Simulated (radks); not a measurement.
Fractional charge and spin in the 5p shell of iodine: the spin-up occupation runs from 2 to 3 and the spin-down occupation from 1 to 2; the fullest corner is I, [Kr] 4d10 5s2 5p(up 3, down 2). Calculated with a radial shooting solver on a logarithmic mesh with Libxc functionals: scalar-relativistic Kohn-Sham, SCAN, spin-polarised, spherical densities, finite nucleus; meta-GGA in the generalised Kohn-Sham scheme; Fermi nuclear charge, rms radius of each element as measured or else 0.836 A^(1/3) + 0.57 fm. Energy (eV) minus the two flat planes that join the four corners (they meet along the diagonal where the two added fractions sum to one electron); zero is where a piecewise linear energy would lie.

\begin{tabular}{lrrr}
down \ up & 2 & 2.5 & 3 \\ \hline
1 & 0.000 & -1.106 & 0.000 \\
1.5 & -1.063 & 0.241 & -0.956 \\
2 & 0.000 & -0.994 & 0.000 \\
\end{tabular}

Corners above the fullest one (they belong to I+ and the next ion): (up 3, down 1) 10.641 eV, (up 2, down 2) 11.612 eV, (up 2, down 1) 31.420 eV. With half an added electron in each spin the energy lies 0.241 eV from the planes, and with half an added electron in spin up alone -1.106 eV. The planes are only a guide here: the flat-plane condition holds for ground states with one frontier orbital, while this shell is degenerate and averaged over m.
